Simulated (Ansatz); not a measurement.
## Worked example: C3H7ClMg + C2H8GaN → C3H9MgN + C2H6ClGa

Species: C3H7ClMg `C[CH](C)[Mg][Cl]`, singlet; C2H8GaN `C[CH2][GaH][NH2]`, singlet; C3H9MgN `C[CH](C)[Mg][NH2]`, singlet; C2H6ClGa `C[CH2][GaH][Cl]`, singlet. The partners trade Cl for NH2: Mg–Cl and Ga–NH2 bonds give way to Mg–NH2 and Ga–Cl.

Shapes, held fixed at every level: PBE0-D4/def2-TZVP. Flexible molecules stand in one conformer, not always the lowest. Programs: Ansatz 0.2.0. Electronic energies: no zero-point or thermal term.

At CCSD(T)/def2-TZVPP; 1 Eh = 2625.50 kJ/mol:

| species | energy (Eh) |
| --- | --- |
| C3H7ClMg | -777.919571 |
| C2H8GaN | -2059.034323 |
| C3H9MgN | -374.007839 |
| C2H6ClGa | -2462.919960 |

Work out ΔE of the reaction at this level.


1. Products less reactants: (-374.007839) + (-2462.919960) − [(-777.919571) + (-2059.034323)] = 0.026095 Eh = +68.5 kJ/mol.

Other levels give +67.0 (B2PLYP/def2-TZVPP) to +77.4 kJ/mol (CCSD/def2-SVP). No measured value is set beside it here. Relativity is left out for Ga. Outer-core shells of Ga, Mg are correlated, in sets that cover them unevenly.
